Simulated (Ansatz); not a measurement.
Relaxation of AlH₇O₂Si (11 atoms, charge 0, multiplicity 1), to a largest force component of 0.03 eV/Å in at most 50 steps.

These are results of RKS BHLYP-D4/def2-SVP (Ansatz 0.2.0), not measurements.

```xyz
11
Properties=species:S:1:pos:R:3
Al -0.849 -0.150 -0.268
Si 1.315 -1.007 0.026
O -1.271 0.397 -1.811
O -2.037 -0.023 0.927
H 0.975 1.672 0.404
H 0.516 2.142 0.646
H 2.277 -0.266 -0.831
H 1.763 -0.826 1.435
H 1.453 -2.453 -0.294
H -2.102 0.775 -2.080
H -2.040 -0.261 1.846
```

Task: Where does it end, and by what steps?

Result: It converged. The force dipped under the threshold on the way, but the program's further checks kept it going. After 16 steps the energy has fallen by 0.181 eV; H5 moved furthest, 0.86 Å.

| step | energy less start (eV) | largest force component (eV/Å) | accepted |
| --- | --- | --- | --- |
| 0 | 0.0000 | 1.581 | yes |
| 1 | -0.1228 | 0.427 | yes |
| 2 | -0.1396 | 0.177 | yes |
| 3 | -0.1153 | 0.407 | no |
| 4 | -0.1491 | 0.216 | yes |
| 5 | -0.1548 | 0.182 | yes |
| 6 | -0.1627 | 0.381 | yes |
| 7 | -0.1688 | 0.424 | yes |
| 8 | -0.1776 | 0.121 | yes |
| 9 | -0.1652 | 0.286 | no |
| 10 | -0.1800 | 0.041 | yes |
| 11 | -0.1802 | 0.034 | yes |
| 12 | -0.1806 | 0.098 | yes |
| 13 | -0.1809 | 0.030 | yes |
| 14 | -0.1811 | 0.005 | yes |
| 15 | -0.1812 | 0.036 | yes |
| 16 | -0.1813 | 0.018 | yes |

```xyz
11
Properties=species:S:1:pos:R:3
Al -0.723 -0.088 -0.225
Si 1.407 -1.232 0.013
O -1.161 0.401 -1.780
O -1.830 0.180 1.027
H 0.417 2.257 0.123
H 0.007 2.171 0.750
H 2.483 -0.504 -0.710
H 1.819 -1.329 1.440
H 1.358 -2.616 -0.527
H -1.968 0.821 -2.054
H -1.808 -0.061 1.945
```

Whether the end is a true minimum wasn't checked by a vibrational analysis.

Time of the run: 62 s on 2 threads of Arm Neoverse N1, on a shared host, peak memory 0.2 GiB.
